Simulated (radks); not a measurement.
Results of a calculation; reference values are marked as such.
Spherical quantum dot in the effective-mass picture: electrons in a parabolic well V = omega^2 r^2 / 2 with omega = 4.36, all in effective atomic units (hartree* = m*/eps^2 hartree, bohr* = eps/m* bohr), one dielectric constant everywhere. Level of theory: non-relativistic Kohn-Sham, LDA (Slater exchange, Perdew-Wang correlation), spin-polarised, spherical densities (a radial shooting solver with Libxc functionals). Levels are named by radial order and angular momentum (1s, 1p, 1d, 2s, ...), and open shells are averaged over m.

N = 4, configuration 1s2 1p(up 2, down 0). This is the lowest configuration that the search found. Occupied and some empty levels:

level    occupation  eigenvalue (hartree*)  <r> (bohr*)
1s up             1                 11.087       0.5800
1s down           1                 11.337       0.5780
1p up             2                 14.892       0.7568
1p down           0                 15.164       0.7584
1d up             0                 18.858       0.8959
1d down           0                 19.111       0.8996
2s up             0                 19.117       0.8299
2s down           0                 19.302       0.8335
1f up             0                 22.928        1.015
1f down           0                 23.147        1.020

Energy (hartree*): total 42.5233, kinetic 15.658, external 19.448, Hartree 10.738, exchange-correlation -3.3203.
